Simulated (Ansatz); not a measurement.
Ansatz (a first-principles code) input (B3LYP-D3(BJ)/def2-TZVP):

Ansatz 0.2 input:
```yaml
crystal:
  periodic: [false, false, false]
  atoms:
    - {symbol: Pb, position_ang: [-0.00000000, -0.00000000, -1.35978022]}
    - {symbol: Pb, position_ang: [0.00000000, 0.00000000, 1.32142475]}
    - {symbol: H, position_ang: [0.00000000, 0.00000000, 3.14514853]}
basis:
  gaussian:
    orbitals: def2-TZVP
hamiltonian:
  xc: b3lyp
  dispersion: d3bj
total_charge: -1
phonons: {temperatures: {t_min: 298.15, t_max: 298.15, t_step: 100}}
```

Output:

```
Functional definition: B3LYP
integrals: 0.04 GiB planned
904 factors; their error is unknown
mean field: 0.34 GiB planned
mean field evaluation 1: about -10517.5567 eV, gradient 1.3e1 eV
mean field evaluation 2: about -10517.4468 eV, gradient 1.4e1 eV
mean field evaluation 4: about -10517.9103 eV, gradient 2.7e0 eV
mean field evaluation 8: about -10518.0037 eV, gradient 3.1e-2 eV
mean field evaluation 16: about -10518.0037 eV, gradient 9.0e-6 eV
mean field -10518.00371714 eV, -386.5295072461 hartree, gradient 9.0e-6 eV, S^2 0.000000; 0 other end points of the search recorded, 0 dependent functions left out
the calculation of the forces begins
reference -10518.00390805 eV, -386.5295142619 hartree; 23, 23 occupied and 83, 83 virtual orbitals, 904 factors
these checks for a lower state are left out or cut short: stability, starts, cluster_reference, orbital_swaps, neighbouring_geometries, increment
integrals: 0.04 GiB planned
904 factors; their error is unknown
mean field: 0.34 GiB planned
mean field -10518.00371709 eV, -386.5295072442 hartree, gradient 2.0e-6 eV, S^2 0.000000; 0 other end points of the search recorded, 0 dependent functions left out
the calculation of the forces begins
reference -10518.00390800 eV, -386.5295142600 hartree; 23, 23 occupied and 83, 83 virtual orbitals, 904 factors
these checks for a lower state are left out or cut short: stability, starts, cluster_reference, orbital_swaps, neighbouring_geometries, increment
integrals: 0.04 GiB planned
904 factors; their error is unknown
mean field: 0.34 GiB planned
mean field -10518.00371709 eV, -386.5295072442 hartree, gradient 2.0e-6 eV, S^2 0.000000; 0 other end points of the search recorded, 0 dependent functions left out
the calculation of the forces begins
reference -10518.00390800 eV, -386.5295142600 hartree; 23, 23 occupied and 83, 83 virtual orbitals, 904 factors
these checks for a lower state are left out or cut short: stability, starts, cluster_reference, orbital_swaps, neighbouring_geometries, increment
integrals: 0.04 GiB planned
904 factors; their error is unknown
mean field: 0.34 GiB planned
mean field evaluation 32: about -10518.0037 eV, gradient 1.1e-1 eV
mean field -10518.00371709 eV, -386.5295072442 hartree, gradient 2.0e-6 eV, S^2 0.000000; 0 other end points of the search recorded, 0 dependent functions left out
the calculation of the forces begins
reference -10518.00390800 eV, -386.5295142600 hartree; 23, 23 occupied and 83, 83 virtual orbitals, 904 factors
these checks for a lower state are left out or cut short: stability, starts, cluster_reference, orbital_swaps, neighbouring_geometries, increment
integrals: 0.04 GiB planned
904 factors; their error is unknown
mean field: 0.34 GiB planned
mean field -10518.00371709 eV, -386.5295072442 hartree, gradient 2.0e-6 eV, S^2 0.000000; 0 other end points of the search recorded, 0 dependent functions left out
the calculation of the forces begins
reference -10518.00390800 eV, -386.5295142600 hartree; 23, 23 occupied and 83, 83 virtual orbitals, 904 factors
these checks for a lower state are left out or cut short: stability, starts, cluster_reference, orbital_swaps, neighbouring_geometries, increment
integrals: 0.04 GiB planned
904 factors; their error is unknown
mean field: 0.34 GiB planned
mean field -10518.00366322 eV, -386.5295052645 hartree, gradient 7.3e-7 eV, S^2 0.000000; 0 other end points of the search recorded, 0 dependent functions left out
the calculation of the forces begins
reference -10518.00385411 eV, -386.5295122795 hartree; 23, 23 occupied and 83, 83 virtual orbitals, 904 factors
these checks for a lower state are left out or cut short: stability, starts, cluster_reference, orbital_swaps, neighbouring_geometries, increment
integrals: 0.04 GiB planned
904 factors; their error is unknown
mean field: 0.34 GiB planned
mean field -10518.00370920 eV, -386.5295069539 hartree, gradient 7.3e-7 eV, S^2 0.000000; 0 other end points of the search recorded, 0 dependent functions left out
the calculation of the forces begins
reference -10518.00390013 eV, -386.5295139705 hartree; 23, 23 occupied and 83, 83 virtual orbitals, 904 factors
these checks for a lower state are left out or cut short: stability, starts, cluster_reference, orbital_swaps, neighbouring_geometries, increment
integrals: 0.04 GiB planned
904 factors; their error is unknown
mean field: 0.34 GiB planned
mean field evaluation 64: about -10518.0037 eV, gradient 1.9e-4 eV
mean field -10518.00371679 eV, -386.5295072329 hartree, gradient 1.7e-6 eV, S^2 0.000000; 0 other end points of the search recorded, 0 dependent functions left out
the calculation of the forces begins
reference -10518.00390770 eV, -386.5295142487 hartree; 23, 23 occupied and 83, 83 virtual orbitals, 904 factors
these checks for a lower state are left out or cut short: stability, starts, cluster_reference, orbital_swaps, neighbouring_geometries, increment
integrals: 0.04 GiB planned
904 factors; their error is unknown
mean field: 0.34 GiB planned
mean field -10518.00371679 eV, -386.5295072330 hartree, gradient 1.7e-6 eV, S^2 0.000000; 0 other end points of the search recorded, 0 dependent functions left out
the calculation of the forces begins
reference -10518.00390770 eV, -386.5295142487 hartree; 23, 23 occupied and 83, 83 virtual orbitals, 904 factors
these checks for a lower state are left out or cut short: stability, starts, cluster_reference, orbital_swaps, neighbouring_geometries, increment
integrals: 0.04 GiB planned
904 factors; their error is unknown
mean field: 0.34 GiB planned
mean field -10518.00371679 eV, -386.5295072330 hartree, gradient 1.7e-6 eV, S^2 0.000000; 0 other end points of the search recorded, 0 dependent functions left out
the calculation of the forces begins
reference -10518.00390770 eV, -386.5295142487 hartree; 23, 23 occupied and 83, 83 virtual orbitals, 904 factors
these checks for a lower state are left out or cut short: stability, starts, cluster_reference, orbital_swaps, neighbouring_geometries, increment
integrals: 0.04 GiB planned
904 factors; their error is unknown
mean field: 0.34 GiB planned
mean field -10518.00371679 eV, -386.5295072329 hartree, gradient 1.7e-6 eV, S^2 0.000000; 0 other end points of the search recorded, 0 dependent functions left out
the calculation of the forces begins
reference -10518.00390770 eV, -386.5295142487 hartree; 23, 23 occupied and 83, 83 virtual orbitals, 904 factors
these checks for a lower state are left out or cut short: stability, starts, cluster_reference, orbital_swaps, neighbouring_geometries, increment
integrals: 0.04 GiB planned
904 factors; their error is unknown
mean field: 0.34 GiB planned
mean field evaluation 96: about -10518.0037 eV, gradient 7.2e-7 eV
mean field -10518.00366644 eV, -386.5295053826 hartree, gradient 7.2e-7 eV, S^2 0.000000; 0 other end points of the search recorded, 0 dependent functions left out
the calculation of the forces begins
reference -10518.00385728 eV, -386.5295123959 hartree; 23, 23 occupied and 83, 83 virtual orbitals, 904 factors
these checks for a lower state are left out or cut short: stability, starts, cluster_reference, orbital_swaps, neighbouring_geometries, increment
integrals: 0.04 GiB planned
904 factors; their error is unknown
mean field: 0.34 GiB planned
mean field -10518.00364552 eV, -386.5295046139 hartree, gradient 7.3e-7 eV, S^2 0.000000; 0 other end points of the search recorded, 0 dependent functions left out
the calculation of the forces begins
reference -10518.00383650 eV, -386.5295116322 hartree; 23, 23 occupied and 83, 83 virtual orbitals, 904 factors
these checks for a lower state are left out or cut short: stability, starts, cluster_reference, orbital_swaps, neighbouring_geometries, increment
integrals: 0.04 GiB planned
904 factors; their error is unknown
mean field: 0.34 GiB planned
mean field -10518.00371702 eV, -386.5295072415 hartree, gradient 1.2e-6 eV, S^2 0.000000; 0 other end points of the search recorded, 0 dependent functions left out
the calculation of the forces begins
reference -10518.00390793 eV, -386.5295142573 hartree; 23, 23 occupied and 83, 83 virtual orbitals, 904 factors
these checks for a lower state are left out or cut short: stability, starts, cluster_reference, orbital_swaps, neighbouring_geometries, increment
integrals: 0.04 GiB planned
904 factors; their error is unknown
mean field: 0.34 GiB planned
mean field -10518.00371702 eV, -386.5295072415 hartree, gradient 1.2e-6 eV, S^2 0.000000; 0 other end points of the search recorded, 0 dependent functions left out
the calculation of the forces begins
reference -10518.00390793 eV, -386.5295142573 hartree; 23, 23 occupied and 83, 83 virtual orbitals, 904 factors
these checks for a lower state are left out or cut short: stability, starts, cluster_reference, orbital_swaps, neighbouring_geometries, increment
integrals: 0.04 GiB planned
904 factors; their error is unknown
mean field: 0.34 GiB planned
mean field -10518.00371702 eV, -386.5295072415 hartree, gradient 1.2e-6 eV, S^2 0.000000; 0 other end points of the search recorded, 0 dependent functions left out
the calculation of the forces begins
reference -10518.00390793 eV, -386.5295142573 hartree; 23, 23 occupied and 83, 83 virtual orbitals, 904 factors
these checks for a lower state are left out or cut short: stability, starts, cluster_reference, orbital_swaps, neighbouring_geometries, increment
integrals: 0.04 GiB planned
904 factors; their error is unknown
mean field: 0.34 GiB planned
mean field evaluation 128: about -10518.0037 eV, gradient 9.9e-6 eV
mean field -10518.00371702 eV, -386.5295072415 hartree, gradient 1.2e-6 eV, S^2 0.000000; 0 other end points of the search recorded, 0 dependent functions left out
the calculation of the forces begins
reference -10518.00390793 eV, -386.5295142573 hartree; 23, 23 occupied and 83, 83 virtual orbitals, 904 factors
these checks for a lower state are left out or cut short: stability, starts, cluster_reference, orbital_swaps, neighbouring_geometries, increment
integrals: 0.04 GiB planned
904 factors; their error is unknown
mean field: 0.34 GiB planned
mean field -10518.00370259 eV, -386.5295067113 hartree, gradient 7.3e-7 eV, S^2 0.000000; 0 other end points of the search recorded, 0 dependent functions left out
the calculation of the forces begins
reference -10518.00389359 eV, -386.5295137303 hartree; 23, 23 occupied and 83, 83 virtual orbitals, 904 factors
these checks for a lower state are left out or cut short: stability, starts, cluster_reference, orbital_swaps, neighbouring_geometries, increment
integrals: 0.04 GiB planned
904 factors; their error is unknown
mean field: 0.34 GiB planned
mean field -10518.00367756 eV, -386.5295057914 hartree, gradient 7.2e-7 eV, S^2 0.000000; 0 other end points of the search recorded, 0 dependent functions left out
the calculation of the forces begins
reference -10518.00386838 eV, -386.5295128039 hartree; 23, 23 occupied and 83, 83 virtual orbitals, 904 factors
Total energy: -10518.13561715 eV, -386.5343544819 hartree
Atom 0 at    -0.000000    -0.000000    -1.359780 Å, force    -0.000000    -0.000000     0.000072 eV/Å
Atom 1 at     0.000000     0.000000     1.321425 Å, force     0.000000     0.000000    -0.000205 eV/Å
Atom 2 at     0.000000     0.000000     3.145149 Å, force    -0.000000    -0.000000     0.000133 eV/Å
Dipole moment:    -0.000000     0.000000    -0.333776 e Å
Vibrations: 105.30 105.30 160.68 1532.29 cm⁻¹, zero-point energy 0.118007 eV
```

It need not be the lowest isomer of its formula. Whether it binds its extra electron was not tested at this geometry.
